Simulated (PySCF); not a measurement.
Computed shifts of a molecule C4H10BN, HF/pcSseg-1 (PySCF), GIAO, gas phase, equivalent atoms averaged, in ppm (number of nuclei): ¹³C: 147.8 (1), 29.8 (1), 7.5 (2). ¹⁵N: 416.5 (1). ¹H: 7.75 (1), 2.29 (3), 0.70 (6). References: ¹³C against TMS (σ = 192.6 ppm); ¹⁵N against NH3 (σ = 267.3 ppm); ¹¹B against BF3 (σ = 102.7 ppm); ¹H against TMS (σ = 31.99 ppm), references at their B3LYP-D3(BJ)/def2-TZVP geometries, non-relativistic. Coordinates come from a B3LYP-D3(BJ)/def2-SVP optimisation. Other conformers were not sampled.

Question: Which structure fits?
A) C/C=N/B(C)C
B) CB(N)C1CC1
C) CB1CCCN1
D) C/N=C/B(C)C

Answer: A, C/C=N/B(C)C
